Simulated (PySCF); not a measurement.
r2SCAN on I (iodine, neutral), [Kr] 4d10 5s2 5p4 5d1, one real determinant (an excited configuration). Calculation: PySCF 2.14, in aug-cc-pwCVDZ-PP with ECP28MDF; scalar relativity through the core potential.

```
cycle= 1 E= -295.459304595599  delta_E= -0.00671  |g|= 0.0147  |ddm|= 0.875
cycle= 2 E= -295.459393870725  delta_E= -8.93e-05  |g|= 0.0132  |ddm|= 0.09
cycle= 3 E= -295.459443876228  delta_E= -5e-05  |g|= 0.000973  |ddm|= 0.0348
cycle= 4 E= -295.459444396054  delta_E= -5.2e-07  |g|= 0.000159  |ddm|= 0.00404
cycle= 5 E= -295.459444418027  delta_E= -2.2e-08  |g|= 1.75e-05  |ddm|= 0.000751
cycle= 6 E= -295.459444418744  delta_E= -7.17e-10  |g|= 3.77e-06  |ddm|= 9.96e-05
converged SCF energy = -295.459444418744  <S^2> = 3.7542346  2S+1 = 4.0021167
```

Highest occupied orbital energy: 1.317 eV; ⟨L²⟩ = 8.01; populations by l: s 4.00, p 10.00, d 11.00, f 0.00.

(1) Can this result be used?

## Answers

(1) Not for this state. Self-consistency was reached. ⟨L²⟩ = 8.01 against 12 for a pure F term, so this real determinant mixes terms. Energies and moments cover only the electrons outside the core potential. The outer electron is Rydberg-like, and this basis confines it to a smaller radius and binds it less than a complete one would. At r2SCAN the highest occupied level has a positive energy, so only the finite basis holds that electron; for this excited configuration the basis is too tight for the outer shell.
